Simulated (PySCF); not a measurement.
PySCF input for C₅H₆N, SMILES c1c[nH+]ccc1, charge +1, PBE0-D3(BJ)/def2-SVP. Geometry: PBE0-D3(BJ)/def2-SVP. The isomer is the one that the SMILES or the coordinates give; other isomers of the formula were not compared.

```python
import numpy as np
from pyscf import gto, scf, dft, df
from pyscf.hessian import thermo

mol = gto.M(
    atom='''
    C    -0.00000000   -0.00000001    1.41348004
    C    -0.00000000   -1.20948971    0.71531964
    C    -0.00000000   -1.18435621   -0.66722201
    N     0.00000000    0.00000001   -1.30474710
    C     0.00000000    1.18435622   -0.66722199
    C     0.00000000    1.20948970    0.71531966
    H    -0.00000000   -0.00000001    2.50638334
    H     0.00000001   -2.16854224    1.23577463
    H    -0.00000000   -2.08162546   -1.28883303
    H     0.00000000    0.00000002   -2.32508902
    H    -0.00000001    2.08162548   -1.28883300
    H    -0.00000001    2.16854222    1.23577466
    ''',
    basis='def2-SVP',
    charge=1,
    spin=0,
    max_memory=1600,
    verbose=3,
)
mf = dft.RKS(mol, xc='pbe0').density_fit(auxbasis='def2-universal-jkfit')
mf.disp = 'd3bj'
mf.grids.level = 3
mf.conv_tol = 1e-11
mf.max_cycle = 100
mf.kernel()

# [left out here: the lines that compute and print the analytic Hessian (its translational invariance restored by hand, since the grid's response is missing), thermochemistry and intensities]
```

Log of the run:

```
converged SCF energy = -248.191028220156

WARN: DFTD3 does not support analytical Hessian, using finite difference


WARN: Mole.unit (angstrom) is changed to Bohr

Mode                                 0                   1                   2
Irrep
Freq [cm^-1]                      394.4530            406.5967            619.5934
Reduced mass [au]                   2.8916              2.7079              6.1841
Force const [Dyne/A]                0.2651              0.2638              1.3988
Char temp [K]                     567.5300            585.0021            891.4570
Normal mode                   x     y     z       x     y     z       x     y     z
       0   C                -0.14  0.00 -0.00    0.00 -0.00  0.00    0.00 -0.00 -0.16
       1   C                 0.08 -0.00 -0.00    0.12  0.00  0.00   -0.00 -0.09 -0.01
       2   C                 0.06 -0.00  0.00   -0.12 -0.00 -0.00    0.00 -0.08  0.01
       3   N                -0.12  0.00  0.00    0.00 -0.00  0.00    0.00  0.00  0.14
       4   C                 0.06 -0.00 -0.00    0.12  0.00 -0.00   -0.00  0.08  0.01
       5   C                 0.08 -0.00  0.00   -0.12 -0.00 -0.00    0.00  0.09 -0.01
       6   H                -0.36  0.00 -0.00    0.00 -0.00  0.00   -0.00  0.00 -0.16
       7   H                 0.17  0.00  0.00    0.24  0.00 -0.00   -0.00 -0.03  0.10
       8   H                 0.11 -0.00 -0.00   -0.31 -0.00 -0.00   -0.00 -0.00 -0.10
       9   H                -0.27  0.00  0.00    0.00 -0.00  0.00   -0.00 -0.00  0.14
      10   H                 0.11  0.00  0.00    0.31  0.00 -0.00    0.00  0.00 -0.10
      11   H                 0.17  0.00 -0.00   -0.24 -0.00 -0.00    0.00  0.03  0.10
Mode                                 3                   4                   5
Irrep
Freq [cm^-1]                      644.6585            684.4288            753.2311
Reduced mass [au]                   6.1554              1.5312              1.7406
Force const [Dyne/A]                1.5072              0.4226              0.5818
Char temp [K]                     927.5201            984.7407           1083.7318
Normal mode                   x     y     z       x     y     z       x     y     z
       0   C                 0.00 -0.07  0.00    0.03  0.00 -0.00    0.09  0.00  0.00
       1   C                -0.00 -0.09  0.09   -0.08  0.00 -0.00   -0.05  0.00 -0.00
       2   C                 0.00  0.09  0.09    0.05 -0.00 -0.00    0.10 -0.00 -0.00
       3   N                -0.00  0.06 -0.00   -0.10 -0.00  0.00   -0.06 -0.00  0.00
       4   C                 0.00  0.09 -0.09    0.05 -0.00  0.00    0.10  0.00  0.00
       5   C                -0.00 -0.09 -0.09   -0.08  0.00  0.00   -0.05  0.00  0.00
       6   H                 0.00  0.09  0.00    0.39 -0.00 -0.00   -0.10 -0.00  0.00
       7   H                 0.00 -0.14  0.02    0.17  0.00 -0.00   -0.40 -0.00  0.00
       8   H                 0.00  0.12  0.05    0.43 -0.00 -0.00   -0.07 -0.00 -0.00
       9   H                 0.00 -0.08 -0.00    0.21  0.00  0.00   -0.44  0.00  0.00
      10   H                 0.00  0.12 -0.05    0.43  0.00 -0.00   -0.07 -0.00  0.00
      11   H                 0.00 -0.14 -0.02    0.17  0.00  0.00   -0.40 -0.00 -0.00
Mode                                 6                   7                   8
Irrep
Freq [cm^-1]                      867.5802            885.5142           1003.8456
Reduced mass [au]                   1.2324              1.2587              1.3124
Force const [Dyne/A]                0.5465              0.5815              0.7792
Char temp [K]                    1248.2547           1274.0578           1444.3103
Normal mode                   x     y     z       x     y     z       x     y     z
       0   C                -0.05 -0.00  0.00   -0.00 -0.00 -0.00    0.06  0.00 -0.00
       1   C                -0.05 -0.00  0.00   -0.05 -0.00  0.00    0.02 -0.00  0.00
       2   C                 0.01  0.00 -0.00   -0.08  0.00  0.00   -0.08  0.00  0.00
       3   N                 0.09  0.00  0.00    0.00 -0.00 -0.00    0.06  0.00 -0.00
       4   C                 0.01  0.00 -0.00    0.08  0.00  0.00   -0.08 -0.00  0.00
       5   C                -0.05 -0.00 -0.00    0.05  0.00  0.00    0.02  0.00  0.00
       6   H                 0.36  0.00  0.00    0.00 -0.00 -0.00   -0.31  0.00 -0.00
       7   H                 0.30  0.00 -0.00    0.43  0.00 -0.00   -0.12 -0.00 -0.00
       8   H                -0.05  0.00 -0.00    0.45  0.00  0.00    0.50  0.00  0.00
       9   H                -0.70  0.00  0.00   -0.00 -0.00 -0.00   -0.34  0.00 -0.00
      10   H                -0.05 -0.00 -0.00   -0.45 -0.00  0.00    0.50  0.00 -0.00
      11   H                 0.30  0.00  0.00   -0.43 -0.00 -0.00   -0.12 -0.00  0.00
Mode                                 9                  10                  11
Irrep
Freq [cm^-1]                     1017.1511           1033.5307           1054.0427
[...]
      11   H                 0.00  0.17 -0.27    0.00 -0.10  0.15   -0.00 -0.12  0.29
Mode                                21                  22                  23
Irrep
Freq [cm^-1]                     1580.2040           1685.6456           1707.9169
Reduced mass [au]                   2.0814              4.5474              5.4888
Force const [Dyne/A]                3.0621              7.6128              9.4332
Char temp [K]                    2273.5618           2425.2688           2457.3122
Normal mode                   x     y     z       x     y     z       x     y     z
       0   C                -0.00  0.12  0.00    0.00 -0.13 -0.00   -0.00 -0.00  0.06
       1   C                 0.00 -0.05  0.05   -0.00  0.08  0.05   -0.00 -0.02 -0.12
       2   C                -0.00  0.01 -0.09    0.00 -0.08  0.01    0.00 -0.04  0.13
       3   N                -0.00  0.06 -0.00   -0.00  0.14  0.00   -0.00  0.00 -0.06
       4   C                 0.00  0.01  0.09    0.00 -0.08 -0.01    0.00  0.04  0.13
       5   C                 0.00 -0.05 -0.05   -0.00  0.08 -0.05   -0.00  0.02 -0.12
       6   H                 0.00 -0.29  0.00   -0.00  0.13 -0.00    0.00  0.00  0.07
       7   H                 0.00 -0.12 -0.04    0.00  0.01 -0.10    0.00  0.09  0.08
       8   H                 0.00 -0.18  0.15   -0.00 -0.06 -0.06   -0.00  0.14 -0.12
       9   H                -0.00 -0.46 -0.00    0.00 -0.32 -0.00   -0.00 -0.00 -0.06
      10   H                 0.00 -0.18 -0.15   -0.00 -0.06  0.06    0.00 -0.14 -0.12
      11   H                 0.00 -0.12  0.04    0.00  0.01  0.10    0.00 -0.09  0.08
Mode                                24                  25                  26
Irrep
Freq [cm^-1]                     3236.1034           3252.0227           3253.3587
Reduced mass [au]                   1.0936              1.0934              1.0968
Force const [Dyne/A]                6.7476              6.8127              6.8399
Char temp [K]                    4656.0323           4678.9366           4680.8589
Normal mode                   x     y     z       x     y     z       x     y     z
       0   C                -0.00  0.00  0.08    0.00 -0.00  0.00   -0.00 -0.00 -0.03
       1   C                -0.00  0.01 -0.01   -0.00  0.04 -0.02   -0.00  0.04 -0.02
       2   C                 0.00 -0.00 -0.00    0.00 -0.03 -0.02    0.00 -0.03 -0.02
       3   N                 0.00 -0.00  0.00   -0.00  0.00 -0.00    0.00  0.00  0.00
       4   C                -0.00  0.00 -0.00    0.00 -0.03  0.02   -0.00  0.03 -0.02
       5   C                 0.00 -0.01 -0.01   -0.00  0.04  0.02    0.00 -0.04 -0.02
       6   H                 0.00 -0.00 -0.89    0.00  0.00 -0.00   -0.00  0.00  0.30
       7   H                 0.00 -0.20  0.11    0.00 -0.48  0.26    0.00 -0.43  0.23
       8   H                 0.00  0.05  0.03   -0.00  0.32  0.22   -0.00  0.33  0.23
       9   H                 0.00  0.00 -0.00   -0.00 -0.01  0.00    0.00 -0.00 -0.01
      10   H                 0.00 -0.05  0.03   -0.00  0.32 -0.22    0.00 -0.33  0.23
      11   H                -0.00  0.20  0.11    0.00 -0.48 -0.26   -0.00  0.43  0.23
Mode                                27                  28                  29
Irrep
Freq [cm^-1]                     3261.8816           3263.6035           3582.4936
Reduced mass [au]                   1.1012              1.1036              1.0818
Force const [Dyne/A]                6.9032              6.9254              8.1800
Char temp [K]                    4693.1213           4695.5987           5154.4107
Normal mode                   x     y     z       x     y     z       x     y     z
       0   C                 0.00 -0.00  0.00   -0.00  0.00  0.01   -0.00 -0.00 -0.00
       1   C                -0.00  0.03 -0.02    0.00 -0.03  0.02   -0.00 -0.00 -0.00
       2   C                -0.00  0.04  0.03   -0.00 -0.04 -0.03   -0.00  0.00 -0.00
       3   N                -0.00 -0.00 -0.00    0.00  0.00  0.00    0.00 -0.00  0.07
       4   C                -0.00  0.04 -0.03   -0.00  0.04 -0.03    0.00 -0.00 -0.00
       5   C                -0.00  0.03  0.02   -0.00  0.03  0.02   -0.00  0.00 -0.00
       6   H                 0.00  0.00 -0.00   -0.00 -0.00 -0.12   -0.00  0.00  0.00
       7   H                 0.00 -0.34  0.19   -0.00  0.35 -0.19   -0.00  0.00 -0.00
       8   H                 0.00 -0.45 -0.31   -0.00  0.44  0.30    0.00 -0.01 -0.01
       9   H                 0.00  0.01 -0.00    0.00 -0.00 -0.01   -0.00  0.00 -0.96
      10   H                 0.00 -0.45  0.31    0.00 -0.44  0.30   -0.00  0.01 -0.01
      11   H                 0.00 -0.34 -0.19    0.00 -0.35 -0.19    0.00 -0.00 -0.00
temperature 298.1500 [K]
pressure 101325.00 [Pa]
Rotational constants [GHz] 5.80544 5.67606 2.87001
Symmetry number 2
Zero-point energy (ZPE) 0.10357 [Eh]   271912.540 [J/mol]
                           tot       elec      trans        rot        vib
Entropy [J/mol/K]       282.949      0.000    163.414    101.486     18.048
Cv [J/mol/K]             70.049      0.000     12.472     12.472     45.106
Cp [J/mol/K]             78.364      0.000     20.786     12.472     45.106
Internal energy [J/mol]                      3718.434   3718.434 275904.164
Internal energy [Eh]   -248.08311  -248.19103
Enthalpy [J/mol]                             6197.391   3718.434 275904.164
Enthalpy [Eh]          -248.08217
Gibbs free energy [J/mol]                  -42524.564 -26539.694 270523.125
Gibbs free energy [Eh] -248.11430
static polarisability / bohr^3: [[24.956 -0.    -0.   ]
 [-0.    64.842 -0.   ]
 [ 0.     0.    62.441]]
largest difference of analytic and finite-field dipole derivatives / e: 0.0013591390941597448
mode   freq/cm-1   IR/(km/mol)   Raman/(A^4/amu)   depolarisation
   1      394.45         1.114             0.337            0.750
   2      406.60         0.000             0.034            0.750
   3      619.59         0.005             2.617            0.746
   4      644.66         0.242             5.040            0.750
   5      684.43       104.361             0.122            0.750
   6      753.23        61.943             0.051            0.750
   7      867.58         9.563             1.024            0.750
   8      885.51         0.000             0.474            0.750
   9     1003.85         1.984             0.062            0.750
  10     1017.15         0.000             0.002            0.750
  11     1033.53         3.309            10.466            0.119
  12     1054.04         0.003            39.918            0.087
  13     1058.17         0.646             0.040            0.750
  14     1086.97         5.380             2.114            0.093
  15     1091.71         6.857             0.445            0.750
  16     1182.96         2.436             1.625            0.750
  17     1218.16         1.597             7.173            0.748
  18     1300.07         0.990             3.767            0.750
  19     1384.82         2.093             0.441            0.750
  20     1427.57        16.720             1.417            0.750
  21     1521.95        24.252             0.242            0.699
  22     1580.20        60.142             0.095            0.750
  23     1685.65        22.319            10.540            0.750
  24     1707.92        34.837            13.127            0.543
  25     3236.10         1.549            63.310            0.495
  26     3252.02         0.406            86.346            0.750
  27     3253.36        22.709            13.935            0.092
  28     3261.88        42.043             3.938            0.750
  29     3263.60         0.031           239.775            0.120
  30     3582.49       197.851            71.095            0.262
max |gradient| / (hartree/bohr): 5.510241797030038e-05
APT charges: [ 0.1962 -0.1295  0.1487 -0.1994  0.1487 -0.1295  0.1194  0.1292  0.1396
  0.3077  0.1396  0.1292]
```

The calculation finished and met its thresholds.
